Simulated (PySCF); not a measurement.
BrGeHS, neutral, multiplicity 1. Atoms are numbered in the order given.

```xyz
4

Ge     0.8345    -0.5865     0.0000
Br    -0.2956     1.4784     0.0000
S     -1.0045    -1.8721     0.0000
H     -0.2871    -3.0220     0.0000
```

Coordinates come from a r2SCAN-D4/def2-SVP optimisation. The values are those of a single conformer.

Computed with PySCF with PBE0/def2-TZVPD.

Computed frontier levels, gap, dipole moment and polarisability:
```
Quantity                                                                                                        Result
---------------------------------------------------------------------------------------------  -----------------------
highest occupied level                                                                                        -7.45 eV
lowest empty level                                                                                            -2.82 eV
orbital gap                                                                                                    4.63 eV
dipole moment                                                                                                   2.43 D
quadrupole, principal values (traceless, Buckingham form, about the centre of nuclear charge)   -3.74, -0.41, 4.15 D·Å
mean static polarisability                                                                       80.2 bohr³ (11.88 Å³)
polarisability, principal values                                                               57.8, 78.4, 104.3 bohr³
```
